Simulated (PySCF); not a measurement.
## Stretching HfH⁺

Set-up: Hf def2-TZVPPD with ECP60, H def2-TZVPPD; scalar-relativistic core potentials (PySCF 2.14). Energies in eV from Hf⁺ (5d1 6s2) + H in their ground configurations at the same level. State: ³Δ (triplet), unpaired electrons σ ↑, δ ↑.

```tsv
R (Å)	UHF-CCSD(T)	UHF-CCSD
1.614	-2.257	-2.304
1.685	-2.430	-2.475
1.739	-2.496	-2.541
1.793	-2.519	-2.562
1.847	-2.505	-2.547
1.919	-2.441	-2.480
2.008	-2.306	-2.341
2.116	-2.089	-2.117
```

Problem. Put a parabola through the three lowest points of the UHF-CCSD(T) curve and estimate Re, k and ωe (reduced mass 1.002 u; 1 eV/Å² = 0.16022 mdyn/Å; ωe = 1302.8·√(k/μ) cm⁻¹).

Solution. Through R = 1.739, 1.793, 1.847 Å the second-order coefficient is 6.34 eV/Å², so Re ≈ 1.800 Å, k ≈ 2.03 mdyn/Å and ωe ≈ 1856 cm⁻¹. A polynomial fit of higher order to the unrounded UHF-CCSD(T) energies gives Re = 1.798 Å, k = 1.97 mdyn/Å, ωe = 1827 cm⁻¹; anharmonicity and rounding make the difference.

The higher-order fit for each curve: UHF-CCSD(T): Re = 1.798 Å, ωe = 1827 cm⁻¹, De = 2.52 eV; UHF-CCSD: Re = 1.796 Å, ωe = 1844 cm⁻¹, De = 2.56 eV.

Correlated steps freeze no core orbitals. Spin–orbit coupling is left out, which matters for elements this heavy, above all for dissociation energies. For an ion De counts to the pair picked by the measured ionisation energies or electron affinities, which need not be the lowest pair at this level. The state is the lowest single determinant that the PBE0 search found; with open d or f shells the true ground state can be another one.
